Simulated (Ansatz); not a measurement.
Wavefunction ladder for `[GeH2]1[GeH2][Se]1`

```xyz
7

Ge   -0.265    0.134    1.149
Ge    0.026   -0.287   -1.151
Se    1.626    1.040    0.015
H     0.083   -0.925    2.199
H    -1.262    1.186    1.643
H     0.569   -1.629   -1.649
H    -0.776    0.481   -2.206
```

Total charge 0; spin multiplicity 1. Correlated methods include outer-core shells of Ge, Se, which these sets cover unevenly. Scalar relativity is left out up to krypton. The geometry is a stationary point of PBE0-D4/def2-TZVP. Frozen core, restricted reference, Ansatz.

```
     basis      HF (Eh)  MP2 corr.  CCSD corr.       (T)  CCSD(T) total
  def2-SVP            ?   -0.69271    -0.70200         ?              ?
def2-TZVPP            ?   -0.78026    -0.79543  -0.03246              ?
def2-QZVPP  -6553.06488          ?           –         –              –
```

Task: Fill in the withheld values. (Best estimate.)

Result: Ansatz gave: def2-SVP HF (Eh): -6552.10469; def2-SVP (T): -0.02261; def2-SVP CCSD(T) total: -6552.82930; def2-TZVPP HF (Eh): -6552.93393; def2-TZVPP CCSD(T) total: -6553.76182; def2-QZVPP MP2 corr.: -1.61183.
